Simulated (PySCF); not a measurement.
# A series of derivatives of CS[SiH2]Cl

Parent skeleton `[CH3:1][S:2][SiH2:3][Cl:4]`; one hydrogen on atom 3 is replaced by X. Hydrogens on one atom are averaged.

[PySCF: GIAO PBE0/pcSseg-1 shieldings; GFN2-xTB structure; no relativistic terms; no solvent model; single conformer; rapidly exchanging positions averaged]

Chemical shifts δ = σref − σ; 13C (σref 186.93) and 29Si (σref 349.16) and 1H (σref 31.72) vs TMS; 33S (σref 503.73) against CS2; HCl for 35Cl (σref 949.78), all at this level.

(1) Give δ (ppm) for X = ethynyl, propynyl, cBu, cPr, allyl, CHCl2, SCH3, nPr.

(2) Which position responds most, and to which substituents?

Answers

(1) 
```
       X               SMILES    C1      S2    Si3   Cl4  H(C1)  H(Si3)
 ethynyl      C#C[Si@H](Cl)SC  13.2  -152.0  -14.3   1.4   2.12    5.66
propynyl    CC#C[Si@@H](Cl)SC  13.4  -150.3  -15.9   5.5   2.07    5.61
     cBu  CS[Si@@H](Cl)C1CCC1  13.1  -159.7   20.5  -6.7   2.15    5.82
     cPr   CS[Si@@H](Cl)C1CC1  13.4  -138.9   22.7  -5.9   2.15    5.72
   allyl    C=CC[Si@@H](Cl)SC  12.7  -149.5   17.3  16.7   2.16    5.54
   CHCl2  CS[Si@H](Cl)C(Cl)Cl  13.0  -151.6    8.4  20.9   2.16    5.42
    SCH3        CS[SiH](Cl)SC  12.4  -141.5   27.7  23.7   2.12    6.41
     nPr      CCC[Si@H](Cl)SC  13.2  -143.8   21.6  -2.9   2.14    5.66
```

(2) Si3: from -15.9 ppm with propynyl to 27.7 ppm with SCH3.
